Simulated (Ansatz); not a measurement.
Consider the substitution at a C–C bond: `CC[SiH](N)F` + H–F → `N[SiH](F)CF` + CH₄.

Gas-phase electronic energies from Ansatz, PBE0-D4/def2-TZVP geometries. CCSD(T)/CBS adds triple-zeta CCSD(T) − MP2 to the extrapolated MP2 energy (def2 sets, frozen cores). This one scheme is used for every species. Functionals use def2-TZVPP. HSE06 is defined as in plane-wave codes. Each species was taken in one conformer, which may not be the lowest.

CCSD(T)/CBS gives +63.8 kJ/mol.

**Question.** Another level gave +46.1 kJ/mol. Which?
A. BLYP/def2-TZVPP
B. B97M-V/def2-TZVPP
C. HSE06-D4/def2-TZVPP
D. PBE-QIDH/def2-TZVPP

**Answer.** B. B97M-V 46.1, PBE-QIDH 63.2, BLYP 31.7, HSE06-D4 56.9 kJ/mol.

Largest T1 diagnostic among the species: 0.011.

Leaving LDA and LC-ωPBE aside and taking each functional with its dispersion term where it has one, the values, not all of them listed here, spread over 22.8 kJ/mol, from BLYP-D4 to PBE-QIDH. LDA lies +9.5 kJ/mol from PBE without D4. At CCSD(T), def2-SVP lies −12.0 kJ/mol from the extrapolated value and def2-TZVPP −3.3 kJ/mol.

CCSD(T)/CBS has its own doubt, a few kJ/mol and more with outer-core shells, so smaller differences from it don't rank the levels.
